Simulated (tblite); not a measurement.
Give a GFN2-xTB geometry of `[SiH3]C(OC(F)(CF)F)[SiH3]`.

```xyz
18
C3H9F3OSi2 angstrom
F      3.755   -0.154   -0.811
C      2.473    0.091   -1.190
C      1.509   -0.094   -0.014
F      1.846    0.758    1.005
F      1.679   -1.334    0.543
O      0.266    0.098   -0.435
C     -0.794   -0.042    0.588
Si    -1.785   -1.596    0.084
Si    -1.650    1.666    0.620
H      2.406    1.124   -1.540
H      2.204   -0.616   -1.980
H     -0.312   -0.221    1.551
H     -2.329   -1.355   -1.251
H     -0.883   -2.746    0.059
H     -2.847   -1.780    1.073
H     -2.180    1.920   -0.718
H     -2.714    1.608    1.622
H     -0.652    2.679    0.963
```

Any rigid rotation of these coordinates is as good. Atoms count from 1 in this order. Si8 (SiH3 silicon) is tetrahedral (angles from 107.4° to 111.6°). Of the pairs four or more bonds apart, F4···H12 is among the closest relative to their van der Waals radii: 2.43 Å, 91 % of the sum of Bondi's values. The C–O distances run from 1.327 Å (C3–O6, drawn single) to 1.480 Å (O6–C7, drawn single), a spread of 0.153 Å.

Bonds between heavy atoms (Å): F1–C2 1.359, C2–C3 1.531, C3–F4 1.371, C3–F5 1.370, C3–O6 1.327, O6–C7 1.480, C7–Si8 1.911, C7–Si9 1.911.

Structure optimised with GFN2-xTB, isolated species.

Point group: near Cs, missed by 0.23 Å at most; the miss may be what the optimiser left on a soft mode. Its GFN2-xTB frequencies are all real (lowest 22 cm⁻¹). One conformer, not necessarily the lowest (F1–C2–C3–F4 59°, C2–C3–O6–C7 180°, C3–O6–C7–Si8 -113°).

The run took 0.53 s on Arm Neoverse V2, one thread, shared host with 32 logical CPUs at a one-minute load of 13. This is the geometry optimisation.

These are computed values.
